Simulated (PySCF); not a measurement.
F6Se, triplet (typed; the unrestricted solution is spin-contaminated), geometry from GFN2-xTB (a higher spin typed on purpose: for a closed-shell molecule this is an excited state); HF/6-31G** (PySCF).

PySCF was given this input:
```python
from pyscf import gto, scf

mol = gto.M(
    atom='''
F     1.109143   -1.833907   -0.260798
Se    0.024522   -0.002410   -0.041086
F     1.474535    1.558449   -0.241680
F    -1.205185   -1.084659    0.444995
F    -1.226851    0.142125   -1.770894
F     0.702827   -0.084297    1.525092
F    -0.947106    1.311391    0.458499
''',
    basis='6-31g**',
    charge=0,
    spin=2,
    verbose=4,
)

mf = scf.UHF(mol)
mf.kernel()
```

It wrote (shortened):

```
PySCF version 2.14.0

[INPUT] verbose = 4
[INPUT] num. atoms = 7
[INPUT] num. electrons = 88
[INPUT] charge = 0
[INPUT] spin (= nelec alpha-beta = 2S) = 2
[INPUT] symmetry False subgroup None
[INPUT] Mole.unit = angstrom
[INPUT] Symbol           X                Y                Z      unit          X                Y                Z       unit  Magmom
[INPUT]  1 F      1.109143000000  -1.833907000000  -0.260798000000 AA    2.095976502978  -3.465581967923  -0.492836793834 Bohr   0.0
[INPUT]  2 Se     0.024522000000  -0.002410000000  -0.041086000000 AA    0.046339864027  -0.004554239960  -0.077641287554 Bohr   0.0
[INPUT]  3 F      1.474535000000   1.558449000000  -0.241680000000 AA    2.786467311086   2.945041789102  -0.456709009785 Bohr   0.0
[INPUT]  4 F     -1.205185000000  -1.084659000000   0.444995000000 AA   -2.277469579434  -2.049708448545   0.840918676801 Bohr   0.0
[INPUT]  5 F     -1.226851000000   0.142125000000  -1.770894000000 AA   -2.318412385649   0.268577325454  -3.346504655636 Bohr   0.0
[INPUT]  6 F      0.702827000000  -0.084297000000   1.525092000000 AA    1.328150542950  -0.159298243122   2.882006194765 Bohr   0.0
[INPUT]  7 F     -0.947106000000   1.311391000000   0.458499000000 AA   -1.789770950932   2.478169832220   0.866437538387 Bohr   0.0

nuclear repulsion = 737.503424989042
number of shells = 48
number of NR pGTOs = 257
number of NR cGTOs = 116
basis = 6-31g**
ecp = {}

******** <class 'pyscf.scf.uhf.UHF'> ********
method = UHF
initial guess = minao
damping factor = 0
level_shift factor = 0
DIIS = <class 'pyscf.scf.diis.CDIIS'>
diis_start_cycle = 1
diis_space = 8
diis_damp = 0
SCF conv_tol = 1e-09
SCF conv_tol_grad = None
SCF max_cycles = 50
direct_scf = True
direct_scf_tol = 1e-13
number electrons alpha = 45  beta = 43
Set gradient conv threshold to 3.16228e-05
init E= -2994.8232347017

cycle= 1 E= -2995.29227898408  delta_E= -0.469  |g|= 0.837  |ddm|= 2.07
cycle= 2 E= -2995.48935488198  delta_E= -0.197  |g|= 0.71  |ddm|= 1.31
cycle= 3 E= -2995.67807169967  delta_E= -0.189  |g|= 0.175  |ddm|= 0.515
cycle= 4 E= -2995.72694225755  delta_E= -0.0489  |g|= 0.13  |ddm|= 0.243
cycle= 5 E= -2995.77614361209  delta_E= -0.0492  |g|= 0.098  |ddm|= 0.296
cycle= 6 E= -2995.80398437982  delta_E= -0.0278  |g|= 0.0629  |ddm|= 0.313
cycle= 7 E= -2995.80774654822  delta_E= -0.00376  |g|= 0.0414  |ddm|= 0.0719
cycle= 8 E= -2995.81128055233  delta_E= -0.00353  |g|= 0.0266  |ddm|= 0.0909
cycle= 9 E= -2995.8140176849  delta_E= -0.00274  |g|= 0.016  |ddm|= 0.114
cycle= 10 E= -2995.81485538213  delta_E= -0.000838  |g|= 0.0138  |ddm|= 0.0434
cycle= 11 E= -2995.81539803661  delta_E= -0.000543  |g|= 0.0113  |ddm|= 0.0319
cycle= 12 E= -2995.81617552485  delta_E= -0.000777  |g|= 0.0104  |ddm|= 0.0473
cycle= 13 E= -2995.81686243049  delta_E= -0.000687  |g|= 0.00866  |ddm|= 0.0452
cycle= 14 E= -2995.81754818889  delta_E= -0.000686  |g|= 0.0078  |ddm|= 0.0522
cycle= 15 E= -2995.81812976441  delta_E= -0.000582  |g|= 0.0071  |ddm|= 0.0459
cycle= 16 E= -2995.81861050996  delta_E= -0.000481  |g|= 0.00658  |ddm|= 0.0401
cycle= 17 E= -2995.81923024003  delta_E= -0.00062  |g|= 0.00579  |ddm|= 0.0568
cycle= 18 E= -2995.81986500782  delta_E= -0.000635  |g|= 0.00487  |ddm|= 0.0698
cycle= 19 E= -2995.82018531845  delta_E= -0.00032  |g|= 0.00449  |ddm|= 0.0461
cycle= 20 E= -2995.82032330812  delta_E= -0.000138  |g|= 0.00345  |ddm|= 0.0231
cycle= 21 E= -2995.82063048592  delta_E= -0.000307  |g|= 0.00534  |ddm|= 0.0856
cycle= 22 E= -2995.82067802479  delta_E= -4.75e-05  |g|= 0.00335  |ddm|= 0.019
cycle= 23 E= -2995.82070117394  delta_E= -2.31e-05  |g|= 0.003  |ddm|= 0.0157
cycle= 24 E= -2995.82071727648  delta_E= -1.61e-05  |g|= 0.00127  |ddm|= 0.00962
cycle= 25 E= -2995.82072810106  delta_E= -1.08e-05  |g|= 0.00105  |ddm|= 0.0135
cycle= 26 E= -2995.82073192645  delta_E= -3.83e-06  |g|= 0.000913  |ddm|= 0.00484
cycle= 27 E= -2995.82073699282  delta_E= -5.07e-06  |g|= 0.00101  |ddm|= 0.00548
cycle= 28 E= -2995.82074159138  delta_E= -4.6e-06  |g|= 0.000796  |ddm|= 0.00518
cycle= 29 E= -2995.82074771283  delta_E= -6.12e-06  |g|= 0.00071  |ddm|= 0.00673
cycle= 30 E= -2995.82074614511  delta_E= 1.57e-06  |g|= 0.000718  |ddm|= 0.00184
cycle= 31 E= -2995.82074851415  delta_E= -2.37e-06  |g|= 0.000723  |ddm|= 0.00469
cycle= 32 E= -2995.82074886511  delta_E= -3.51e-07  |g|= 0.000723  |ddm|= 0.00136
cycle= 33 E= -2995.82075005139  delta_E= -1.19e-06  |g|= 0.000742  |ddm|= 0.00358
cycle= 34 E= -2995.82074800416  delta_E= 2.05e-06  |g|= 0.000726  |ddm|= 0.00373
cycle= 35 E= -2995.82074583556  delta_E= 2.17e-06  |g|= 0.00071  |ddm|= 0.00322
cycle= 36 E= -2995.82074817489  delta_E= -2.34e-06  |g|= 0.000708  |ddm|= 0.00277
cycle= 37 E= -2995.82074545031  delta_E= 2.72e-06  |g|= 0.000714  |ddm|= 0.00328
cycle= 38 E= -2995.82074873442  delta_E= -3.28e-06  |g|= 0.000697  |ddm|= 0.00475
cycle= 39 E= -2995.82075059971  delta_E= -1.87e-06  |g|= 0.000681  |ddm|= 0.0028
cycle= 40 E= -2995.8207527759  delta_E= -2.18e-06  |g|= 0.000703  |ddm|= 0.00343
cycle= 41 E= -2995.8207530787  delta_E= -3.03e-07  |g|= 0.000696  |ddm|= 0.00308
cycle= 42 E= -2995.82075430724  delta_E= -1.23e-06  |g|= 0.000703  |ddm|= 0.00319
cycle= 43 E= -2995.82075137848  delta_E= 2.93e-06  |g|= 0.000703  |ddm|= 0.00364
cycle= 44 E= -2995.82075155974  delta_E= -1.81e-07  |g|= 0.000702  |ddm|= 0.000288
cycle= 45 E= -2995.82075140576  delta_E= 1.54e-07  |g|= 0.000704  |ddm|= 0.000578
cycle= 46 E= -2995.82075130387  delta_E= 1.02e-07  |g|= 0.000699  |ddm|= 0.000764
cycle= 47 E= -2995.82075111663  delta_E= 1.87e-07  |g|= 0.000707  |ddm|= 0.00211
cycle= 48 E= -2995.82074893905  delta_E= 2.18e-06  |g|= 0.000693  |ddm|= 0.0038
cycle= 49 E= -2995.82074980418  delta_E= -8.65e-07  |g|= 0.000718  |ddm|= 0.00252
cycle= 50 E= -2995.82075098349  delta_E= -1.18e-06  |g|= 0.000721  |ddm|= 0.00304
SCF not converged.
SCF energy = -2995.82075098349 after 50 cycles  <S^2> = 2.2232574  2S+1 = 3.1453187
```

The run did not converge; its last values are not results.
